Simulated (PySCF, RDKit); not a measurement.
Dimer: N2 (SMILES N#N) (first 2 atoms) with CHN (SMILES C#N); geometry from B3LYP-D3(BJ)/def2-TZVP, rigid monomers moved along the line of their centres of mass till N2···H5 is 3.42 Å.
(charge 0, multiplicity 1):
```xyz
5

N      0.064     0.323    -1.096
N      0.031     0.118    -0.026
C     -0.107    -0.735     4.382
N     -0.143    -0.953     5.506
H     -0.074    -0.530     3.334
```

Counterpoise-corrected where a basis set is named; no monomer relaxation. Rows marked so take none.

Rows in 3-21G, 6-31G* carry no dispersion term and start afresh at each structure (6-31G* with six Cartesian d functions).

The values were computed with PySCF for 3-21G rows, 6-31G* rows; RDKit for the force fields. 

**Question.** One of these levels gives -3.9 kJ/mol for the interaction energy. Name it.
A) HF/6-31G* (no counterpoise)
B) MMFF94
C) B3LYP/3-21G (no counterpoise)

**Answer.** C, B3LYP/3-21G (no counterpoise). The others give -0.5 (MMFF94), -2.4 (HF/6-31G* (no counterpoise))
